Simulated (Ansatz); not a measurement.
Reaction (substitution at a C–B bond): `CB(O)F` + `[OH][Sn][F]` → `C[O][Sn][F]` + `OBF`

Calculated with Ansatz (gas phase, PBE0-D4/def2-TZVP geometries, no zero-point term in ΔE). CCSD(T)/CBS is the MP2 limit (def2-TZVPP, def2-QZVPP) plus CCSD(T) − MP2 in def2-TZVPP, frozen cores. This one scheme is used for every species. DFT in def2-TZVPP. B3LYP here is the variant with VWN-RPA as its local correlation; programs differ in this. Elements past krypton have def2 core potentials. For Sn outer-core shells are correlated without core-valence functions, which leaves a few kJ/mol of doubt a bond. One conformer a species, not always the lowest.

| level | ΔE (kJ/mol) | difference from CCSD(T)/CBS |
| --- | --- | --- |
| LDA (SPW92) | 99.8 | 0.8 |
| PBE-D4 | 95.7 | -3.3 |
| B97M-V | 103.3 | 4.3 |
| PBE0-D4 | 99.2 | 0.2 |
| B3LYP-D4 | 90.4 | -8.6 |
| ωB97X-V | 94.3 | -4.7 |
| B2PLYP | 94.5 | -4.5 |
| PBE-QIDH | 101.4 | 2.4 |
| revPBE | 96.4 | -2.6 |
| BLYP | 89.1 | -9.9 |
| B3LYP | 92.7 | -6.3 |
| r2SCAN0 | 103.1 | 4.1 |
| RPA@PBE/def2-TZVPP | 88.0 | -11.0 |
| HF/def2-QZVPP | 89.9 | -9.1 |
| MP2/CBS(def2) | 102.5 | 3.5 |
| CCSD/CBS(def2) | 99.6 | 0.6 |
| CCSD(T)/CBS | 99.0 | 0 |

Largest T1 diagnostic among the species: 0.018.

In def2-TZVPP, CCSD(T) changes the Hartree–Fock value by +6.8 kJ/mol (the triples alone add −0.6 kJ/mol) and MP2 by +10.3 kJ/mol. From BLYP to BHLYP (50 % exact exchange), in def2-TZVPP and without D4, ΔE moves by +5.1 kJ/mol.
